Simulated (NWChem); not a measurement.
System: SnH$_{3}$F; SMILES [F][SnH3]

The following NWChem deck was run.

```
start job
memory heap 200 mb stack 900 mb global 1100 mb
geometry units angstroms
  Sn    -0.227063    -0.069810    -0.084121
  F      1.506891     0.463287     0.558262
  H      0.149796    -1.158610    -1.283495
  H     -0.878121     1.368964    -0.605818
  H     -0.932323    -0.720827     1.274110
end
basis spherical
  * library def2-svp
end
ecp
  Sn library def2-ecp
end
dft
  xc pbe0
  iterations 150
end
driver
  maxiter 120
end
task dft optimize
dft
  grid fine
  convergence energy 1d-8 density 1d-7
end
task dft freq numerical
```

Output (shortened):

```
             Northwest Computational Chemistry Package (NWChem) 7.3.0
             --------------------------------------------------------

 C3  symmetry detected

                             Geometry "geometry" -> ""
                             -------------------------

 Output coordinates in angstroms (scale by  1.889725989 to convert to a.u.)

  No.       Tag          Charge          X              Y              Z
 ---- ---------------- ---------- -------------- -------------- --------------
    1 Sn                  50.0000     0.00000000     0.00000000    -0.26182064
    2 F                    9.0000     0.00000000    -0.00000000     1.66261300
    3 H                    1.0000     1.22153818    -1.06892274    -0.62416174
    4 H                    1.0000     0.31494516     1.59234446    -0.62416174
    5 H                    1.0000    -1.53648334    -0.52342172    -0.62416174

 Effective nuclear repulsion energy (a.u.)     177.1266800604

      Symmetry information
      --------------------

 Group name             C3
 Group number              5
 Group order               3
 No. of unique centers     3

                                Z-matrix (autoz)
                                --------

 Units are Angstrom for bonds and degrees for angles

      Type          Name      I     J     K     L     M      Value
      ----------- --------  ----- ----- ----- ----- ----- ----------
    1 Stretch                  1     2                       1.92443
    2 Stretch                  1     3                       1.66314
    3 Stretch                  1     4                       1.66314
    4 Stretch                  1     5                       1.66314
    5 Bend                     2     1     3               102.58369
    6 Bend                     2     1     4               102.58369
    7 Bend                     2     1     5               102.58369
    8 Bend                     3     1     4               115.39156
    9 Bend                     3     1     5               115.39156
   10 Bend                     4     1     5               115.39156

                           NWChem Geometry Optimization
                           ----------------------------

 maximum gradient threshold         (gmax) =   0.000450
 rms gradient threshold             (grms) =   0.000300
 maximum cartesian step threshold   (xmax) =   0.001800
 rms cartesian step threshold       (xrms) =   0.001200
 fixed trust radius                (trust) =   0.300000
 source of zmatrix                         =   autoz

          -------------------
          Energy Minimization
          -------------------

 Using diagonal initial Hessian
 Scaling for Hessian diagonals: bonds = 1.00  angles = 0.25  torsions = 0.10

          --------
          Step   0

                                 NWChem DFT Module
                                 -----------------

 Summary of "ao basis" -> "ao basis" (spherical)
 ------------------------------------------------------------------------------
       Tag                 Description            Shells   Functions and Types
 ---------------- ------------------------------  ------  ---------------------
 Sn                         def2-svp                10       26   4s4p2d
 F                          def2-svp                 6       14   3s2p1d
 H                          def2-svp                 3        5   2s1p

      Symmetry analysis of basis
      --------------------------

        a          21
        e+         17
        e-         17

  Rotation of axis

            General Information
            -------------------
          SCF calculation type: DFT
          Wavefunction type:  closed shell.
          No. of atoms     :     5
          No. of electrons :    34
           Alpha electrons :    17
            Beta electrons :    17
          Charge           :     0
          Spin multiplicity:     1
          Use of symmetry is: on ; symmetry adaption is: on
          Maximum number of iterations: 150
          AO basis - number of functions:    55
                     number of shells:    25
          Convergence on energy requested:  1.00D-06
          Convergence on density requested:  1.00D-05
          Convergence on gradient requested:  5.00D-04

              XC Information
              --------------
                         PBE0 Method XC Functional
                     Hartree-Fock (Exact) Exchange  0.250
          PerdewBurkeErnzerhof Exchange Functional  0.750
            Perdew 1991 LDA Correlation Functional  1.000 local
           PerdewBurkeErnz. Correlation Functional  1.000 non-local

[...]

      ----------------------
      Optimization converged
      ----------------------

  Step       Energy      Delta E   Gmax     Grms     Xrms     Xmax
  ---- ---------------- -------- -------- -------- -------- --------
@    4    -315.75775552 -1.7D-07  0.00004  0.00001  0.00048  0.00118
                                     ok       ok       ok       ok

                                Z-matrix (autoz)
                                --------

 Units are Angstrom for bonds and degrees for angles

      Type          Name      I     J     K     L     M      Value     Gradient
      ----------- --------  ----- ----- ----- ----- ----- ---------- ----------
    1 Stretch                  1     2                       1.94439   -0.00004
    2 Stretch                  1     3                       1.70789   -0.00001
    3 Stretch                  1     4                       1.70789   -0.00001
    4 Stretch                  1     5                       1.70789   -0.00001
    5 Bend                     2     1     3               105.17290    0.00001
    6 Bend                     2     1     4               105.17290    0.00001
    7 Bend                     2     1     5               105.17290    0.00001
    8 Bend                     3     1     4               113.40600   -0.00001
    9 Bend                     3     1     5               113.40600   -0.00001
   10 Bend                     4     1     5               113.40600   -0.00001

                         Geometry "geometry" -> "geometry"
                         ---------------------------------

 Output coordinates in angstroms (scale by  1.889725989 to convert to a.u.)

  No.       Tag          Charge          X              Y              Z
 ---- ---------------- ---------- -------------- -------------- --------------
    1 Sn                  50.0000    -0.00000000     0.00000000    -0.21500999
    2 F                    9.0000     0.00000000     0.00000000     1.72938062
    3 H                    1.0000     1.24047547    -1.08549406    -0.66202116
    4 H                    1.0000     0.31982770     1.61703030    -0.66202116
    5 H                    1.0000    -1.56030317    -0.53153624    -0.66202116

 Effective nuclear repulsion energy (a.u.)     174.4217771368

      Symmetry information
      --------------------

 Group name             C3
 Group number              5
 Group order               3
 No. of unique centers     3

                Final and change from initial internal coordinates
                --------------------------------------------------

                                Z-matrix (autoz)
                                --------

 Units are Angstrom for bonds and degrees for angles

[...]

 Rotational Constants
 --------------------
 A=   2.052068 cm-1  (  2.952402 K)
 B=   0.249796 cm-1  (  0.359392 K)
 C=   0.249796 cm-1  (  0.359392 K)

 Temperature                      =   298.15K
 frequency scaling parameter      =   1.0000

 Zero-Point correction to Energy  =   13.838 kcal/mol  (  0.022053 au)
 Thermal correction to Energy     =   16.176 kcal/mol  (  0.025778 au)
 Thermal correction to Enthalpy   =   16.768 kcal/mol  (  0.026722 au)

 Total Entropy                    =   63.086 cal/mol-K
   - Translational                =   40.701 cal/mol-K (mol. weight = 139.9237)
   - Rotational                   =   19.868 cal/mol-K (symmetry #  =        3)
   - Vibrational                  =    2.517 cal/mol-K

 Cv (constant volume heat capacity) =   11.819 cal/mol-K
   - Translational                  =    2.979 cal/mol-K
   - Rotational                     =    2.979 cal/mol-K
   - Vibrational                    =    5.860 cal/mol-K

[normal modes left out]

 ----------------------------------------------------------------------------
 Normal Eigenvalue ||           Projected Infra Red Intensities
  Mode   [cm**-1]  || [atomic units] [(debye/angs)**2] [(KM/mol)] [arbitrary]
 ------ ---------- || -------------- ----------------- ---------- -----------
    1       -0.000 ||    0.000008           0.000         0.008       0.001
    2       -0.000 ||    0.004177           0.096         4.072       0.720
    3        0.000 ||    0.004149           0.096         4.045       0.715
    4        0.000 ||    0.000660           0.015         0.643       0.114
    5        0.000 ||    0.000681           0.016         0.664       0.117
    6        0.000 ||    0.000001           0.000         0.001       0.000
    7      519.050 ||    0.042506           0.981        41.437       7.325
    8      519.050 ||    0.042506           0.981        41.437       7.325
    9      629.975 ||    0.078229           1.805        76.262      13.482
   10      698.631 ||    0.095891           2.212        93.480      16.526
   11      698.631 ||    0.095891           2.212        93.480      16.526
   12      729.721 ||    0.121097           2.794       118.051      20.870
   13     1955.941 ||    0.023249           0.536        22.664       4.007
   14     1966.786 ||    0.180666           4.168       176.122      31.136
   15     1966.786 ||    0.180666           4.168       176.122      31.136
 ----------------------------------------------------------------------------
```

Level: PBE0/def2-SVP with def2 effective core potentials on Sn. def2 effective core potentials on Sn; no spin-orbit coupling.
